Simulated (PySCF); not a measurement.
A species of formula C5H10OSi has this rotational fingerprint, computed with CAM-B3LYP/def2-SVPD in PySCF (dipole) on a GFN2-xTB geometry, gas phase:

| Item | Value |
| --- | --- |
| Rotational constants | A = 2947, B = 2006, C = 1420 MHz |
| Dipole components | \|μa\| = 0.94 D, \|μb\| = 0.43 D, \|μc\| = 0.05 D |
| Inertial defect | -67.60 u·Å² |
| κ | -0.23 |

Question: Which candidate fits, each taken in the one conformer that was computed?
A. `C[C@@H]1OC=C[Si@H]1C`
B. `[CH3:1]/[CH:2]=[CH:3]\[CH:4]=[CH:5]/[O:6][SiH3:7]` with C2–C3–C4–C5 180°, C4–C5–O6–Si7 180°
C. `[CH2:1]=[C:2]([O:3][SiH3:4])[CH:5]1[CH2:6][CH2:7]1` with C1–C2–O3–Si4 0°, C1–C2–C5–C6 35°
D. `[CH2:1]=[CH:2][CH2:3]/[CH:4]=[CH:5]/[O:6][SiH3:7]` with C1–C2–C3–C4 126°, C2–C3–C4–C5 -22°, C4–C5–O6–Si7 -2°
E. `[CH2:1]=[CH:2][C@H:3]1[CH2:4][Si@@H:5]([OH:6])[CH2:7]1` with C1–C2–C3–C4 124°, C4–Si5–O6–H 46°, C2–C3–C4–Si5 132°, C3–C4–Si5–O6 -126°, C4–Si5–C7–C3 9°, C2–C3–C7–Si5 -132°

Answer: A. It is C[C@@H]1OC=C[Si@H]1C, an asymmetric top, point group C1. The candidates at the same level (rigid rotor, commonest isotopes):

```tsv
SMILES	A (MHz)	B (MHz)	C (MHz)	μa (D)	μb (D)	μc (D)	Δ (u·Å²)	point group	rotor
C[C@@H]1OC=C[Si@H]1C	2947	2006	1420	0.94	0.43	0.05	-67.60	C1	asymmetric top
C/C=C\C=C/O[SiH3]	10039	724.3	683.6	0.54	0.71	0.00	-8.81	Cs	near-prolate asymmetric top
C=CC/C=C/O[SiH3]	7994	791.6	743.5	0.10	0.84	0.05	-21.92	C1	near-prolate asymmetric top
C=C(O[SiH3])C1CC1	6242	1072	996.2	0.35	0.02	0.00	-45.24	Cs	near-prolate asymmetric top
C=C[C@H]1C[Si@@H](O)C1	6005	1098	1076	0.73	0.06	0.77	-74.71	Cs	near-prolate asymmetric top
```

`C=C(O[SiH3])C1CC1` has A 112 % too high; `C=CC/C=C/O[SiH3]` has A 171 % too high; `C/C=C\C=C/O[SiH3]` has A 241 % too high; `C=C[C@H]1C[Si@@H](O)C1` has A 104 % too high. No structure here is proved a minimum.
